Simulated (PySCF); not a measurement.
Broadened absorption spectrum of C6H5F5

Species: C6H5F5.
SMILES: `C=CC(=C)C(F)(F)C(F)(F)F`

Method used: PySCF 2.14.0, density-fitted response routines, TDDFT wB97X-D/def2-SVPD, vertical, gas phase, core orbitals frozen in the response. Geometry: PBE0-D3(BJ)/def2-SVP, one conformer, isolated molecule. Torsions of this conformer, `[CH2:1]=[CH:2][C:3](=[CH2:4])[C:5]([F:6])([F:7])[C:8]([F:9])([F:10])[F:11]`: C1–C2–C3–C4 180°, C2–C3–C5–F6 40°, C3–C5–C8–F9 -60°.

Computed states:

| state | E (eV) | f |
| --- | --- | --- |
| S1 | 5.78 | 0.523 |
| S2 | 7.18 | 0.0098 |
| S3 | 7.25 | 0.048 |
| S4 | 7.38 | 0.018 |
| S5 | 7.94 | 0.039 |
| S6 | 7.98 | 0.054 |
| S7 | 8.18 | 0.0007 |
| S8 | 8.27 | 0.0014 |
| S9 | 8.37 | 0.0012 |
| S10 | 8.77 | 0.016 |

Each state is given a Gaussian of 0.3 eV full width at half maximum, with ε(max) = 2.175×10⁸ f / Δν̃ (Δν̃ the width in cm⁻¹). The width is an assumption, not a result. The curve ends short of the highest state used, and states not computed would add to its high-energy end.

Q: What does the envelope look like, and where are its maxima?

A: 
```json
{"E (eV)": "5.33", "ε (L mol⁻¹ cm⁻¹)": "105"}
{"E (eV)": "5.45", "ε (L mol⁻¹ cm⁻¹)": "1805"}
{"E (eV)": "5.57", "ε (L mol⁻¹ cm⁻¹)": "12832"}
{"E (eV)": "5.70", "ε (L mol⁻¹ cm⁻¹)": "39478"}
{"E (eV)": "5.82", "ε (L mol⁻¹ cm⁻¹)": "44206"}
{"E (eV)": "5.94", "ε (L mol⁻¹ cm⁻¹)": "20384"}
{"E (eV)": "6.07", "ε (L mol⁻¹ cm⁻¹)": "3238"}
{"E (eV)": "6.19", "ε (L mol⁻¹ cm⁻¹)": "235"}
{"E (eV)": "6.32", "ε (L mol⁻¹ cm⁻¹)": "5"}
{"E (eV)": "6.44", "ε (L mol⁻¹ cm⁻¹)": "0"}
{"E (eV)": "6.56", "ε (L mol⁻¹ cm⁻¹)": "0"}
{"E (eV)": "6.69", "ε (L mol⁻¹ cm⁻¹)": "1"}
{"E (eV)": "6.81", "ε (L mol⁻¹ cm⁻¹)": "23"}
{"E (eV)": "6.93", "ε (L mol⁻¹ cm⁻¹)": "305"}
{"E (eV)": "7.06", "ε (L mol⁻¹ cm⁻¹)": "2014"}
{"E (eV)": "7.18", "ε (L mol⁻¹ cm⁻¹)": "5028"}
{"E (eV)": "7.31", "ε (L mol⁻¹ cm⁻¹)": "5800"}
{"E (eV)": "7.43", "ε (L mol⁻¹ cm⁻¹)": "3259"}
{"E (eV)": "7.55", "ε (L mol⁻¹ cm⁻¹)": "1012"}
{"E (eV)": "7.68", "ε (L mol⁻¹ cm⁻¹)": "850"}
{"E (eV)": "7.80", "ε (L mol⁻¹ cm⁻¹)": "3697"}
{"E (eV)": "7.92", "ε (L mol⁻¹ cm⁻¹)": "7823"}
{"E (eV)": "8.05", "ε (L mol⁻¹ cm⁻¹)": "6689"}
{"E (eV)": "8.17", "ε (L mol⁻¹ cm⁻¹)": "2483"}
```

Maxima: 215 nm (5.78 eV), ε about 47000, made up of S1 (100%); 171 nm (7.27 eV), ε about 6100, made up of S2 (12%), S3 (70%) and S4 (18%); 156 nm (7.96 eV), ε about 8300, made up of S5 (42%) and S6 (58%) (ε in L mol⁻¹ cm⁻¹; maxima over ε = 5, shares over 10%).

Q: On this curve, what absorbance would a 10⁻⁵ mol/L sample give at 222 nm over a 1 cm path?

A: 222 nm is 5.585 eV, where ε is about 15000 L mol⁻¹ cm⁻¹, so A = ε c l ≈ 0.15 (Beer–Lambert, with the gas-phase spectrum and the assumed width).

Q: Does any computed singlet lie in the visible range?

A: No computed singlet lies in the visible range (380 to 750 nm); the lowest, at 215 nm, stands 2.51 eV above its violet end (3.26 eV); a Tamm–Dancoff triplet lies at 383 nm, without intensity as long as spin–orbit coupling is left out.

Q: What would ε be at 5.78 eV, the highest of these maxima, with half the width (0.15 eV)?

A: About 93800 L mol⁻¹ cm⁻¹ against 47000, a factor of about 1.99; a lone state at its own centre would give exactly 2.
